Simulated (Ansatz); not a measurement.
Ideal-gas functions of `F[SiH2]N[SiH2]` radical at 600 K and 1 bar, from an Ansatz frequency run at PBE0-D4/def2-TZVP.

Molar mass 94.22 g/mol, point group C1 (symmetry number 1), electronic degeneracy 2, moments of inertia 41.281, 242.826, 257.604 u Å². Harmonic wavenumbers (cm⁻¹, unscaled): 59, 118, 195, 302, 445, 599, 637, 751, 769, 825, 868, 898, 936, 951, 968, 1202, 2162, 2209, 2255, 2274, 3595.

Use S(trans) = R[1.5 ln M + 2.5 ln T − 1.1517]; rotational temperatures θ = 24.2544 K / I; S(rot) = R[ln(√π/σ · √(T³/θAθBθC)) + 1.5]; for each mode x = 1.438777 ν̃/T, S = R[x/(eˣ − 1) − ln(1 − e⁻ˣ)] and H = RT x/(eˣ − 1); 1 cm⁻¹ = 0.0119627 kJ/mol; R = 8.31446 J/(mol·K).

Problem. By hand: the entropy, in J/(mol·K).

Solution. Translation 180.1. Rotation: θ = 0.5875, 0.0999, 0.0942 K, giving 118.6. Vibration, mode by mode: 24.58, 18.84, 14.71, 11.18, 8.16, 5.98, 5.56, 4.46, 4.31, 3.88, 3.57, 3.38, 3.14, 3.06, 2.96, 1.90, 0.29, 0.26, 0.24, 0.23, 0.01, in all 120.7. Electronic 5.8. Sum 425.2 J/(mol·K).

Problem. By hand: H − E and G − E in kJ/mol, counted from the electronic energy.

Solution. Zero-point energy ½ × 23018 × 0.0119627 = 137.7; thermal vibration 36.7; translation, rotation and pV give 4 RT = 20.0. H − E = 194.4 kJ/mol, and G − E = 194.4 − 600 × 425.2/1000 = -60.7 kJ/mol.

Vibration gives 28 % of the entropy, 43.4 J/(mol·K) of it from the modes under 150 cm⁻¹: soft modes count most, and the harmonic formula is weakest for them. The sum counts one conformer and one mirror image; others add a mixing term.
